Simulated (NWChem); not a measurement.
**Correlation energy of CH₅Si**

```xyz
7

C     -0.1540     1.2000     0.0000
Si     0.1699    -0.6650     0.0000
H      0.2837     1.6755     0.8917
H      0.2837     1.6755    -0.8917
H     -1.2388     1.4066     0.0000
H     -0.3918    -1.3236     1.2214
H     -0.3918    -1.3236    -1.2214
```
Charge 0, spin multiplicity 2.

Program: NWChem. The geometry was optimised at UB3LYP/def2-SVP, a minimum by its harmonic frequencies.

Basis set: 6-31G*. Each correlation energy counts from its own Hartree-Fock reference.

The correlated methods keep 6 core orbitals frozen. The Pople sets run with spherical d functions. The structure started from a generated list of species. The unpaired electrons of the parent sit in orbitals of symmetry a' (Cs labels of the run); other states weren't searched. The stability of the SCF solutions was not checked. Open-shell Hartree-Fock references start from PBE0 orbitals. Coupled-cluster values serve here as a point of comparison, not as the truth.

### Question
Order these methods by the correlation energy they give, lowest first: CCSD[T] on UHF, CCSD on ROHF, CCSD on UHF, UMP2, CCSD(T) on ROHF.

### Answer
CCSD(T) on ROHF (-239.8 mHa), CCSD[T] on UHF (-238.8 mHa), CCSD on ROHF (-234.0 mHa), CCSD on UHF (-232.9 mHa), UMP2 (-198.6 mHa)
